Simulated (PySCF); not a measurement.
H6BFSi2, SMILES B[SiH2][SiH2]F, B3LYP/def2-SVP optimised geometry.

```
10

B      1.56     1.05     0.01
Si     1.24    -0.94     0.00
Si    -1.13    -0.94     0.00
F     -1.57     0.65     0.00
H      1.61     1.66     1.04
H      1.62     1.66    -1.03
H      1.72    -1.66     1.21
H      1.72    -1.65    -1.22
H     -1.72    -1.56    -1.22
H     -1.72    -1.56     1.22
```

Density from PySCF with B3LYP/def2-TZVP at that geometry.

Minimum of the electron density along straight lines between bonded atoms, close to the bond critical point (lines longer than 1.1 times the sum of covalent radii, or with two minima, are not listed):

```json
[
 {"bond": "B1–Si2", "length / Å": "2.005", "ρ at the minimum / e bohr⁻³": "0.113", "∇²ρ there / e bohr⁻⁵": "-0.05", "position (fraction from the first atom)": "0.61"},
 {"bond": "Si2–Si3", "length / Å": "2.375", "ρ at the minimum / e bohr⁻³": "0.090", "∇²ρ there / e bohr⁻⁵": "-0.16", "position (fraction from the first atom)": "0.45"},
 {"bond": "Si3–F4", "length / Å": "1.645", "ρ at the minimum / e bohr⁻³": "0.124", "∇²ρ there / e bohr⁻⁵": "0.81", "position (fraction from the first atom)": "0.42"},
 {"bond": "B1–H5", "length / Å": "1.205", "ρ at the minimum / e bohr⁻³": "0.184", "∇²ρ there / e bohr⁻⁵": "-0.43", "position (fraction from the first atom)": "0.44"},
 {"bond": "B1–H6", "length / Å": "1.205", "ρ at the minimum / e bohr⁻³": "0.184", "∇²ρ there / e bohr⁻⁵": "-0.43", "position (fraction from the first atom)": "0.44"},
 {"bond": "Si2–H7", "length / Å": "1.494", "ρ at the minimum / e bohr⁻³": "0.118", "∇²ρ there / e bohr⁻⁵": "0.15", "position (fraction from the first atom)": "0.49"},
 {"bond": "Si2–H8", "length / Å": "1.494", "ρ at the minimum / e bohr⁻³": "0.118", "∇²ρ there / e bohr⁻⁵": "0.15", "position (fraction from the first atom)": "0.49"},
 {"bond": "Si3–H9", "length / Å": "1.490", "ρ at the minimum / e bohr⁻³": "0.123", "∇²ρ there / e bohr⁻⁵": "0.13", "position (fraction from the first atom)": "0.49"},
 {"bond": "Si3–H10", "length / Å": "1.490", "ρ at the minimum / e bohr⁻³": "0.123", "∇²ρ there / e bohr⁻⁵": "0.13", "position (fraction from the first atom)": "0.49"}
]
```
